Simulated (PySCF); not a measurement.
CH$_{4}$OZn, singlet, geometry from GFN2-xTB (such geometries of metal compounds can be far from the true shape), with bond 4-2 at 1.3 times its length. Base run: DF-SVWN5/cc-pVDZ in PySCF.

Here is a job for PySCF.
```python
from pyscf import gto, scf, dft

mol = gto.M(
    atom='''
Zn   -0.017256    0.014696    0.176109
C    -0.169991    1.585298   -1.038686
H    -0.894382    2.312936   -0.697578
H    -0.571144    1.127021   -2.310202
H     0.783222    2.088236   -1.145615
O     0.232777   -1.667910    0.450131
H     0.265150   -2.243340    1.207772
''',
    basis='cc-pvdz',
    charge=0,
    spin=0,
    verbose=4,
)

mf = dft.RKS(mol)
mf.xc = 'lda,vwn'
mf = mf.density_fit(auxbasis='def2-universal-jkfit')
mf.kernel()
```

The base run was repeated with changes; each row names its change, and settings that it needs were set with it.

| change | ΔE vs base (µEh) | SCF cycles | outcome |
|---|---|---|---|
| base | 0.0 | 12 | converged |
| init_guess = vsap | 0.0 | 14 | converged |
| level_shift = 0.5 (with mf.max_cycle = 100) | 0.0 | 25 | converged |
| diis = off; damp = 0.3 (with mf.diis_start_cycle = 200; with mf.max_cycle = 150) | - | 150 | not converged |
| conv_tol = 1e-11 | 0.0 | 13 | converged |
| DIIS = EDIIS | - | 50 | not converged |
| init_guess = 1e | - | 50 | not converged |
| conv_tol = 1e-4 | 9.0 | 8 | converged |
| conv_tol_grad = 1e-7 | 0.0 | 15 | converged |
| diis = off (with mf.max_cycle = 100) | - | 100 | not converged |
| diis_space = 12 | 0.0 | 12 | converged |
| level_shift = 0.3 (with mf.max_cycle = 100) | 0.0 | 17 | converged |
| diis_space = 2 | - | 50 | not converged |
